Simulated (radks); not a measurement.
Results of a calculation; reference values are marked as such.
Q: Radial electron density D(r) = 4 pi r^2 rho(r) of an atom or ion with 59 electrons. Level of theory: scalar-relativistic Kohn-Sham, PBEsol, spin-polarised, spherical densities, finite nucleus; Fermi nuclear charge, rms radius of each element as measured or else 0.836 A^(1/3) + 0.57 fm (a radial shooting solver on a logarithmic mesh with Libxc functionals).

r (bohr)  D(r) (e/bohr)  spin D(r)
0.00125           5.559    0.00280
0.001455          7.096    0.00357
0.001681          8.907    0.00446
0.001956          11.27    0.00562
0.002278          14.17    0.00704
0.002652          17.70    0.00873
0.003062          21.71     0.0106
0.003565          26.68     0.0129
0.00415           32.45     0.0155
0.004793          38.64     0.0182
0.00558           45.83     0.0212
0.006496          53.49     0.0240
0.007502          60.89     0.0264
0.008733          68.39     0.0282
0.01017           75.02     0.0289
0.01184           80.14     0.0280
0.01367           83.09     0.0255
0.01591           83.85     0.0211
0.01853           82.32     0.0155
0.02139           79.36     0.0104
0.02491           75.96    0.00715
0.029             74.08    0.00879
0.03349           75.34     0.0169
0.03898           80.89     0.0330
0.04538           90.28     0.0539
0.05283           101.0     0.0723
0.06102           108.9     0.0782
0.07103           111.1     0.0651
0.08269           105.8     0.0352
0.0955            95.92     0.0106
0.1112            86.26     0.0244
0.1294            83.27      0.117
0.1495            88.00      0.294
0.174             95.78      0.567
0.2026            97.18      0.921
0.2358            86.14       1.41
0.2724            67.07       2.10
0.3171            48.15       3.17
0.3691            39.77       4.50
0.4263            41.86       5.68
0.4963            46.64       6.42
0.5777            45.65       6.45
0.6672            37.84       6.03
0.7768            26.78       5.45
0.9043            17.96       4.90
1.053             13.04       4.23
1.216             10.55       3.33
1.415             8.262       2.17
1.648             5.642       1.12
1.903             3.320      0.516
2.215             1.662      0.333
2.579            0.8853      0.403
2.978            0.6142      0.473
3.467            0.4425      0.414
4.036            0.2588      0.255
4.699            0.1109      0.111
5.427           0.03586     0.0358
6.318          0.007311    0.00731
7.355         0.0009291   0.000929

What is the nuclear charge?

A: Z = 63. The innermost maximum, from 1s, lies near gamma/Z bohr with gamma = sqrt(1 - (Z/c)^2) = 0.888, here 0.0141 bohr (found: 0.0154), and its height grows with Z. The density is that of the europium ion Eu4+ in [Kr] 4d10 4f5 5s1 5p6 6p1; the configuration itself is not fixed sharply by these data, and Z only to a few units. D(r) has 4 maxima, at r = 0.0154, 0.0688, 0.192, 0.525 bohr, and minima at 0.0297, 0.126, 0.381 bohr, inside which lie 1.95, 11.15, 29.28 electrons.
